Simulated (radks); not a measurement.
Task: Species: Os3+. Configuration: [Xe] 4f14 5d5. Method: Dirac Kohn-Sham, PW91, spin-unpolarised, spherical densities, finite nucleus; open shells are shared between the two j in proportion to 2j + 1; Fermi nuclear charge, rms radius 5.4126 fm; computed with a radial shooting solver on a logarithmic mesh with Libxc functionals.

Spin-orbit splittings of the eigenvalues, e(l+1/2) - e(l-1/2), with zeta = 2 splitting/(2l+1) and mean radii in bohr:

shell  occ.  splitting (eV)  zeta (eV)  <r> j=l-1/2  <r> j=l+1/2
2p        6            1532       1021      0.06130      0.06949
3p        6               ?          ?       0.1835       0.1986
3d       10           72.35      28.94       0.1734       0.1781
4p        6           78.47      52.32       0.4357       0.4693
4d       10           14.54      5.814       0.4824       0.4937
4f       14           2.809     0.8027       0.5518       0.5599
5p        6           12.42      8.280        1.093        1.189
5d        5           1.276     0.5102        1.583        1.629

Estimate the 3p splitting.

Result: 334.0 eV (zeta = 222.7 eV).
